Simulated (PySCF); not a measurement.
Species: C6H6F (doublet state).
SMILES with atom numbers: `[CH3:1][C:2]1=[C:3]([F:4])[CH:5][CH:6]=[CH:7]1` (hydrogens: H8, H9, H10 on C1; H11 on C5; H12 on C6; H13 on C7)

Method: UKS B3LYP, pcH-1 on C F H, non-relativistic, mean-field spin-orbit, GIAO (PySCF 2.14.0). Isolated species at its GFN2-xTB geometry, gas phase. Couplings are sensitive to structure, and on GFN2-xTB geometries they can be far from those on DFT ones. The SCF solution wasn't tested for stability.

Principal values of hyperfine tensors in MHz (contact and dipolar terms together), for some of the nuclei:

```
atom  isotope      A1      A2      A3
  F4      19F  -64.51  -51.11  314.98
  H8       1H   46.56   48.00   54.62
  C6      13C   -0.05    1.86  135.33
 H12       1H  -60.19  -39.09  -14.18
  C5      13C  -50.48  -24.33  -24.20
  C7      13C  -36.11  -22.89  -22.66
  C3      13C   -7.82   -5.78   92.94
  C2      13C  -10.19   -8.31   70.00
```

(1) Split each tensor into its isotropic and traceless parts, and turn a_iso into mT with g = 2.0030.

(2) What spin density at the nucleus of C2 lies behind its contact coupling (g_N = 1.40482)?

(3) H9 (1H, g_N = 5.58569) isn't in the table. Its spin density at the nucleus is 0.008514 bohr⁻³. What is its contact coupling?

(4) Which nucleus of the table has the largest anisotropic coupling, and what is its form?

(5) What first-order splitting does H8 cause when the field lies along A1, A2 or A3 of its tensor (g taken as isotropic, no quadrupole term)?

Results:

(1) a_iso = (A1 + A2 + A3)/3, Ti = Ai − a_iso; 1 mT corresponds to 28.034 MHz.

```csv
atom,a_iso (MHz),a_iso (mT),T1,T2,T3
F4,66.45,2.370,-130.96,-117.57,248.53
H8,49.73,1.774,-3.17,-1.73,4.90
C6,45.71,1.631,-45.76,-43.85,89.61
H12,-37.82,-1.349,-22.37,-1.27,23.64
C5,-33.00,-1.177,-17.47,8.67,8.80
C7,-27.22,-0.971,-8.89,4.33,4.56
C3,26.44,0.943,-34.27,-32.23,66.49
C2,17.17,0.612,-27.36,-25.48,52.83
```

(2) a_FC = (2μ0/3) gₑ μB g_N μN ρ(0)/(2S·h) = 800.24 MHz × g_N × ρ(0)/(2S), with ρ in bohr⁻³. With a_FC = 17.17 MHz and 2S = 1, ρ(0) = 0.01527 bohr⁻³.

(3) By the same relation, a_FC = 38.1 MHz. Its full tensor has the principal values 34.88, 36.30, 42.99 MHz.

(4) F4: -131.0, -117.6, 248.5 MHz, nearly axial, close to the ratio −1:−1:+2.

(5) 2 lines (I = 1/2), spaced by |A_i|/(g × 13.996): 1.66, 1.71, 1.95 mT along the axes of A1, A2 and A3.

The SMILES draws the unpaired electron on C5; the largest computed Mulliken spin population is on C6 (0.58 against -0.16).
